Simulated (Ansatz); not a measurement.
Steps of a relaxation of C₃H₈Ge (`C=C[CH2][GeH3]`) with RKS PBE0-D4/def2-TZVP.

```sh
$ ansatz run in.yaml --threads 4 --pin off --events-out ev --progress --plain --max-ram 10444MiB
```

```yaml
crystal:
  periodic: [false, false, false]
  atoms:
    - {symbol: C, position_ang: [-1.219533, 1.683454, 0.012138]}
    - {symbol: C, position_ang: [-0.124856, 1.031997, 0.449300]}
    - {symbol: C, position_ang: [-0.038412, -0.431426, 0.743431]}
    - {symbol: Ge, position_ang: [0.943163, -1.398473, -0.693165]}
    - {symbol: H, position_ang: [-2.180946, 1.163106, -0.136608]}
    - {symbol: H, position_ang: [-1.194301, 2.760919, -0.211440]}
    - {symbol: H, position_ang: [0.812895, 1.605098, 0.575987]}
    - {symbol: H, position_ang: [-1.042779, -0.894863, 0.828102]}
    - {symbol: H, position_ang: [0.510349, -0.629264, 1.688223]}
    - {symbol: H, position_ang: [2.332754, -0.740485, -0.909041]}
    - {symbol: H, position_ang: [0.133331, -1.316583, -2.013339]}
    - {symbol: H, position_ang: [1.145236, -2.888481, -0.299687]}
basis:
  gaussian: {orbitals: def2-TZVP}
hamiltonian: {xc: pbe0, dispersion: d4}
relax: {f_tol: 0.005, max_steps: 150}
```

Positions (Å) and forces (eV/Å) along the path, 9 of 9 steps:

```xyz
12
step=1 energy=-59749.0090 eV
C    -1.220    1.683    0.012    0.400   -0.271    0.174
C    -0.125    1.032    0.449   -0.363    0.472   -0.219
C    -0.038   -0.431    0.743   -0.127   -0.140    0.195
Ge    0.943   -1.398   -0.693   -0.026    0.055    0.020
H    -2.181    1.163   -0.137    0.526    0.262    0.088
H    -1.194    2.761   -0.211    0.005   -0.588    0.127
H     0.813    1.605    0.576   -0.500   -0.296   -0.071
H    -1.043   -0.895    0.828    0.477    0.257   -0.041
H     0.510   -0.629    1.688   -0.278    0.139   -0.446
H     2.333   -0.740   -0.909   -0.199   -0.098    0.032
H     0.133   -1.317   -2.013    0.120   -0.016    0.193
H     1.145   -2.888   -0.300   -0.034    0.225   -0.053
12
step=2 energy=-59749.0532 eV
C    -1.207    1.667    0.015    0.045   -0.029    0.025
C    -0.122    1.025    0.442   -0.052    0.122   -0.021
C    -0.041   -0.430    0.738   -0.023   -0.043    0.057
Ge    0.937   -1.386   -0.691   -0.030    0.011    0.060
H    -2.157    1.151   -0.126    0.138    0.073    0.019
H    -1.184    2.732   -0.207   -0.008   -0.153    0.029
H     0.804    1.592    0.566   -0.129   -0.092   -0.024
H    -1.038   -0.881    0.821    0.141    0.071   -0.021
H     0.495   -0.618    1.678   -0.071    0.026   -0.138
H     2.317   -0.735   -0.903   -0.025   -0.006    0.005
H     0.135   -1.308   -2.001    0.012    0.003    0.022
H     1.136   -2.863   -0.297    0.001    0.016   -0.012
12
step=3 energy=-59749.0557 eV
C    -1.206    1.666    0.020    0.000   -0.005   -0.010
C    -0.124    1.026    0.443    0.023   -0.017   -0.040
C    -0.041   -0.428    0.734   -0.002   -0.012    0.014
Ge    0.936   -1.387   -0.686   -0.005    0.021   -0.005
H    -2.151    1.151   -0.122   -0.011   -0.002    0.009
H    -1.184    2.725   -0.205   -0.005    0.011    0.006
H     0.802    1.588    0.558    0.005    0.003    0.015
H    -1.034   -0.876    0.814   -0.010   -0.001    0.004
H     0.492   -0.617    1.669   -0.001    0.002    0.015
H     2.313   -0.734   -0.897    0.008   -0.002   -0.003
H     0.136   -1.306   -1.995    0.001   -0.005   -0.010
H     1.137   -2.864   -0.298   -0.003    0.005    0.005
12
step=4 energy=-59749.0557 eV
C    -1.205    1.665    0.016   -0.010    0.008    0.030
C    -0.122    1.024    0.436   -0.006    0.005    0.032
C    -0.041   -0.429    0.733    0.005   -0.001   -0.021
Ge    0.937   -1.386   -0.686    0.002   -0.006   -0.001
H    -2.153    1.152   -0.116   -0.006   -0.009   -0.015
H    -1.185    2.726   -0.200    0.002    0.008   -0.016
H     0.802    1.587    0.558    0.015    0.000   -0.014
H    -1.035   -0.875    0.813   -0.011   -0.005   -0.001
H     0.490   -0.615    1.670    0.006    0.002    0.008
H     2.315   -0.734   -0.897    0.002    0.001    0.001
H     0.138   -1.307   -1.997    0.000    0.000   -0.002
H     1.136   -2.862   -0.296    0.001   -0.004    0.000
12
step=5 energy=-59749.0559 eV
C    -1.206    1.666    0.019    0.001    0.000   -0.001
C    -0.122    1.024    0.439   -0.002    0.006    0.002
C    -0.041   -0.429    0.734    0.001   -0.002   -0.003
Ge    0.936   -1.386   -0.686   -0.001   -0.001    0.002
H    -2.153    1.152   -0.118    0.000    0.000    0.002
H    -1.184    2.726   -0.203   -0.002    0.000    0.001
H     0.803    1.587    0.557    0.002   -0.002   -0.002
H    -1.035   -0.875    0.814    0.000    0.000   -0.001
H     0.491   -0.616    1.671    0.000    0.000    0.000
H     2.315   -0.734   -0.897    0.000    0.000    0.001
H     0.138   -1.307   -1.998    0.001    0.000    0.000
H     1.136   -2.862   -0.296    0.000   -0.001    0.000
12
step=6 energy=-59749.0559 eV
C    -1.206    1.666    0.020    0.000    0.000   -0.003
C    -0.122    1.025    0.438    0.001   -0.014    0.009
C    -0.042   -0.429    0.733    0.001    0.016   -0.006
Ge    0.937   -1.386   -0.686   -0.002   -0.002    0.001
H    -2.153    1.152   -0.114   -0.005    0.001    0.001
H    -1.185    2.726   -0.203   -0.002    0.000    0.001
H     0.804    1.586    0.553    0.008   -0.001    0.000
H    -1.037   -0.874    0.812   -0.003   -0.006   -0.003
H     0.489   -0.618    1.670    0.001    0.007    0.001
H     2.315   -0.734   -0.896    0.001    0.000    0.001
H     0.140   -1.308   -1.998    0.001    0.000   -0.002
H     1.137   -2.862   -0.295    0.000   -0.002    0.000
12
step=7 energy=-59749.0559 eV
C    -1.207    1.666    0.020    0.000    0.000    0.003
C    -0.122    1.025    0.438    0.000   -0.007    0.000
C    -0.042   -0.429    0.732   -0.001    0.007   -0.002
Ge    0.937   -1.387   -0.686    0.000    0.000    0.000
H    -2.154    1.152   -0.112   -0.002    0.001    0.000
H    -1.185    2.726   -0.202   -0.001    0.000    0.000
H     0.804    1.586    0.552    0.003   -0.001    0.000
H    -1.036   -0.874    0.811   -0.001   -0.003   -0.001
H     0.489   -0.617    1.670    0.000    0.003    0.001
H     2.316   -0.734   -0.895    0.001    0.000    0.000
H     0.141   -1.308   -1.999    0.000    0.000   -0.001
H     1.137   -2.863   -0.295   -0.001    0.000    0.001
12
step=8 energy=-59749.0560 eV
C    -1.208    1.667    0.022    0.001    0.000    0.005
C    -0.122    1.025    0.437   -0.002    0.001   -0.006
C    -0.043   -0.428    0.731   -0.001    0.000    0.001
Ge    0.938   -1.387   -0.686    0.002   -0.001    0.000
H    -2.156    1.154   -0.108    0.001    0.001    0.000
H    -1.186    2.727   -0.200    0.000    0.001    0.000
H     0.805    1.585    0.548   -0.001    0.000    0.000
H    -1.037   -0.874    0.809    0.001    0.000    0.000
H     0.488   -0.616    1.669    0.000   -0.001    0.001
H     2.317   -0.736   -0.893    0.000    0.000    0.000
H     0.144   -1.309   -2.000    0.000    0.000    0.000
H     1.137   -2.863   -0.294   -0.001    0.001    0.000
12
step=9 energy=-59749.0560 eV
C    -1.209    1.668    0.024    0.001   -0.001    0.003
C    -0.122    1.025    0.434   -0.002    0.002   -0.004
C    -0.043   -0.428    0.729   -0.001   -0.003    0.003
Ge    0.939   -1.388   -0.686    0.003    0.000   -0.001
H    -2.158    1.156   -0.102    0.002    0.001    0.000
H    -1.188    2.729   -0.198    0.001    0.000    0.000
H     0.806    1.584    0.542   -0.003    0.001   -0.001
H    -1.037   -0.874    0.807    0.001    0.001    0.001
H     0.487   -0.615    1.667   -0.001   -0.002    0.000
H     2.319   -0.738   -0.890    0.000   -0.001    0.000
H     0.148   -1.311   -2.002    0.000    0.000    0.001
H     1.136   -2.864   -0.293   -0.001    0.001    0.000
```

It took 21 s on 4 threads of an Intel Xeon Platinum 8488C on a shared host, with 0.51 GiB of host memory at the peak.
